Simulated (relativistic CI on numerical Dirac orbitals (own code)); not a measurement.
# How well does a small relativistic CI reproduce Zr2+?

Method of calculation: Dirac-Coulomb-Breit CI, separate exchange-only KLI orbitals for each configuration, model QED (radiative potential, 1s self-energy scaled to tabulated hydrogen-like ionisation energies), valence Slater integrals scaled by 0.85, P86 correlation energy added to each configuration (own radial code, finite nucleus).

CI space (outside the closed core [Kr]): 4d², 4d5s, 5s², 4d5p, 4d4f, 5s5p, 4d5d, 4d6s, 4d6p, 4f², 5p², 4d7s, 4d6d, 4d7p, 4d5f, 4d5g, 5s6s, 4d7d, 4d6f, 4f5s, 5p6s, 4f5p. Levels of other configurations are missing.

| Configuration | Term (tabulated) | J | Measured (cm⁻¹) | Computed | Error | Purity (%) |
| --- | --- | --- | --- | --- | --- | --- |
| 4d² | a 3F | 2 | 0.0 | 0 | 0 | 99 |
| 4d² | a 3F | 3 | 681.0 | 570 | -111 | 100 |
| 4d² | a 3F | 4 | 1486.4 | 1262 | -225 | 100 |
| 4d² | a 1D | 2 | 5741.6 | 6247 | 506 | 90 |
| 4d² | a 3P | 0 | 8062.1 | 8511 | 449 | 100 |
| 4d² | a 3P | 1 | 8325.6 | 8724 | 398 | 100 |
| 4d² | a 3P | 2 | 8838.2 | 9148 | 310 | 97 |
| 4d² | a 1G | 4 | 11048.7 | 11580 | 531 | 100 |
| 4d5s | a 3D | 1 | 18398.9 | 20769 | 2370 | 100 |
| 4d5s | a 3D | 2 | 18802.8 | 21130 | 2327 | 99 |
| 4d² | 1S | 0 | 23979.0 | 24941 | 962 | 94 |
| 4d5s | b 1D | 2 | 25066.2 | 27525 | 2459 | 92 |
| 5s² | 1S | 0 | 48507.0 | 51877 | 3370 | 91 |
| 4d5p | z 3F° | 2 | 55555.6 | 56741 | 1186 | 69 |
| 4d5p | z 3D° | 1 | 55614.4 | 56880 | 1266 | 96 |
| 4d5p | z 3F° | 3 | 56075.3 | 57219 | 1143 | 91 |
| 4d5p | z 3D° | 2 | 56435.7 | 57592 | 1157 | 94 |
| 4d5p | z 3D° | 3 | 57346.8 | 58413 | 1066 | 90 |
| 4d5p | z 3F° | 4 | 57681.4 | 58643 | 961 | 100 |
| 4d5p | z 3P° | 1 | 59696.8 | 60767 | 1070 | 85 |
| 4d5p | z 3P° | 0 | 59944.8 | 60951 | 1006 | 98 |
| 4d5p | z 3P° | 2 | 60356.0 | 61332 | 976 | 96 |
| 4d5p | z 1P° | 1 | 62115.7 | 63191 | 1075 | 80 |
| 4d5p | z 1F° | 3 | 62589.1 | 64050 | 1461 | 98 |
| 5s5p | y 3P° | 0 | 79436.7 | 80928 | 1491 | 97 |
| 5s5p | y 3P° | 1 | 80103.0 | 81561 | 1458 | 98 |
| 5s5p | y 3P° | 2 | 81553.6 | 82898 | 1345 | 98 |

Measured levels from Moore, Atomic Energy Levels, vol. II, NSRDS-NBS 35 (1971 reprint of NBS Circular 467, 1952); NIST levels as listed in Rynkun, Gaigalas and Jonsson, Astron. Astrophys. 637, A10 (2020); pairs were made by configuration, J and term (by order where the table uses no LS term), so strongly mixed levels may be paired wrongly. The analysis dates from before 1960.

Mean error by configuration (cm⁻¹): 4d² 352; 4d5s 2385; 5s² 3370; 4d5p 1124; 5s5p 1431. Over the excited levels the mean absolute error is 1180 cm⁻¹ (26 of the 26 excited levels that our extract of the source holds in range could be paired), and the median relative error of those above 1,000 cm⁻¹ is 2.3 %.
